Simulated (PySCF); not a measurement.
C8H10AlN.
Geometry (PBE0-D3(BJ)/def2-SVP, Å), atoms numbered from 1 in this order:
```xyz
20
C8H10AlN angstrom
C      3.4942    0.4915   -2.1754
C      2.7223   -0.2060   -1.1721
N      2.1017   -0.7543   -0.3721
Al     0.8997   -1.5890    1.0520
C     -0.7364   -0.5193    0.7261
C     -0.9616    0.7005    1.3900
C     -2.0936    1.4776    1.1406
C     -3.0405    1.0489    0.2110
C     -2.8483   -0.1579   -0.4610
C     -1.7120   -0.9255   -0.2022
H      2.8934    1.3097   -2.5983
H      3.7757   -0.2032   -2.9796
H      4.4046    0.9083   -1.7215
H      1.7523   -1.2119    2.3563
H      0.8836   -3.1040    0.5291
H     -0.2356    1.0547    2.1304
H     -2.2416    2.4198    1.6761
H     -3.9309    1.6522    0.0144
H     -3.5905   -0.5032   -1.1865
H     -1.5873   -1.8737   -0.7370
```

All values: PBE0/pcSseg-1 (PySCF, non-relativistic), on one gas-phase PBE0-D3(BJ)/def2-SVP geometry that isn't relaxed in the solvent. The solvent is an IEF-PCM continuum (cavity from Bondi-type radii × 1.2). The model holds no explicit solvent molecules, cavitation or dispersion.

Gas phase at PBE0/pcSseg-1: HOMO -6.71 eV, LUMO -0.90 eV, dipole 8.35 D.

Q: What does the continuum do to the energy, the frontier levels and the dipole at PBE0/pcSseg-1 in chloroform and acetonitrile?

A: 
```json
{"solvent": "chloroform", "ε": "4.711", "E(solvent) − E(gas) (kcal/mol)": "-10.15", "polarisation term (kcal/mol)": "-11.47", "distortion of the solute (kcal/mol)": "1.32", "HOMO (eV)": "-7.04", "LUMO (eV)": "-0.55", "dipole (D)": "9.60"}
{"solvent": "acetonitrile", "ε": "35.69", "E(solvent) − E(gas) (kcal/mol)": "-13.64", "polarisation term (kcal/mol)": "-16.01", "distortion of the solute (kcal/mol)": "2.37", "HOMO (eV)": "-7.17", "LUMO (eV)": "-0.56", "dipole (D)": "10.02"}
```

The polarisation term is half the interaction of the solute with the surface charges that it induces; the rest is the cost of distorting the solute's density. The sum is the electrostatic part of solvation alone. From chloroform to acetonitrile the lowering changes by a factor 1.34, Onsager's factor (ε − 1)/(2ε + 1) by 1.35 and ε itself by 7.6.

Q: Which radius a makes the point-dipole formula ΔE = −[(ε − 1)/(2ε + 1)]·μ²/a³ give the value in acetonitrile, with the gas-phase dipole?

A: μ = 3.287 au and |ΔE| = 0.02173 Eh give a = 3.28 Å; the farthest nucleus lies 4.78 Å from the centroid of the nuclei, so such a sphere wouldn't even hold the nuclei. The formula assumes a rigid point dipole at the centre of a sphere.

Q: Give the dipole vector in the frame of the coordinates (D, pointing from negative to positive charge), gas and acetonitrile.

A: Gas (4.88, 3.59, -5.75), solvent (5.43, 4.63, -7.03). Its length changes by +20 % and its direction by 3°.

Q: Which IAO charges (PBE0/pcSseg-1) respond most in acetonitrile (means over atoms taken as equivalent)?

A: 
| atoms | environment | gas (e) | solvent (e) | change |
| --- | --- | --- | --- | --- |
| N3 | nitrogen bonded to Al and C | -0.159 | -0.213 | -0.054 |
| C2 | triply bonded carbon | +0.254 | +0.301 | +0.047 |
| H14/H15 | Al–H hydrogen | -0.222 | -0.252 | -0.030 |
| Al4 | aluminium bonded to C, N and 2 H | +0.569 | +0.597 | +0.028 |
| H11/H12/H13 | methyl hydrogen | +0.204 | +0.220 | +0.016 |
| H18 | aromatic hydrogen | +0.143 | +0.157 | +0.014 |
| H17/H19 | aromatic hydrogen | +0.142 | +0.154 | +0.012 |
| C6/C10 | aromatic CH carbon | -0.137 | -0.147 | -0.010 |
| C8 | aromatic CH carbon | -0.154 | -0.163 | -0.009 |
| C7/C9 | aromatic CH carbon | -0.159 | -0.167 | -0.008 |
| C5 | substituted aromatic carbon | -0.332 | -0.340 | -0.008 |
| H16/H20 | aromatic hydrogen | +0.135 | +0.141 | +0.006 |

Q: Which Mayer bond orders change most in acetonitrile?

A: 
```csv
bond,length (Å),gas,solvent,change
Al4–H15,1.603,0.893,0.847,-0.046
Al4–H14,1.603,0.892,0.847,-0.045
C2–N3,1.151,2.746,2.705,-0.041
N3–Al4,2.042,0.331,0.370,+0.039
C1–C2,1.445,1.059,1.072,+0.013
C1–H12,1.099,0.924,0.911,-0.013
C1–H13,1.099,0.924,0.912,-0.012
C1–H11,1.100,0.922,0.911,-0.011
```
